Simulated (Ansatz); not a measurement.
Input for Ansatz (a program for electronic structure): R-PBE0/def2-TZVPPD on H2Se (SMILES [SeH2]) with ghost functions, monomers drawn apart or pushed together. Files ending in .json are basis or fitting sets from the Basis Set Exchange.

Ansatz 0.2 input:
```yaml
crystal:
  periodic: [false, false, false]
  atoms:
    - {symbol: Se, position_ang: [-0.91782145, 0.46829886, 3.19248368]}
    - {symbol: H, position_ang: [0.21780446, -0.42203062, 2.90164694]}
    - {symbol: H, position_ang: [-1.84833029, -0.66995776, 3.23564956]}
basis:
  gaussian:
    orbitals: def2-TZVPPD.json
    ghost_atoms:
      - {symbol: O, position_ang: [1.06929457, -0.99983719, 0.84770382]}
      - {symbol: C, position_ang: [0.46778350, -0.55171561, -0.09122250]}
      - {symbol: O, position_ang: [-0.59998483, 0.24657967, -0.02902505]}
      - {symbol: H, position_ang: [0.72738013, -0.74760930, -1.14021879]}
      - {symbol: H, position_ang: [-0.82289129, 0.41491516, 0.91342077]}
hamiltonian:
  xc: {name: PBE0}
scf: {lower_state_search: off}
```

The head of its log:

```
WARN ansatz: RAYON_NUM_THREADS=1 ignored (pool sized by the plan → 1); use --threads N
Functional definition: PBE0
these checks for a lower state are left out or cut short: stability, starts, cluster_reference, orbital_swaps, neighbouring_geometries, increment
integrals: 0.17 GiB planned
1195 factors; their error is unknown
mean field: 1.39 GiB planned
mean field evaluation 1: about -65373.8981 eV, gradient 8.5e0 eV
mean field evaluation 2: about -65374.0213 eV, gradient 4.4e0 eV
```

**Question.** What total energy does the run end on?

**Answer.** -2402.4638 hartree.
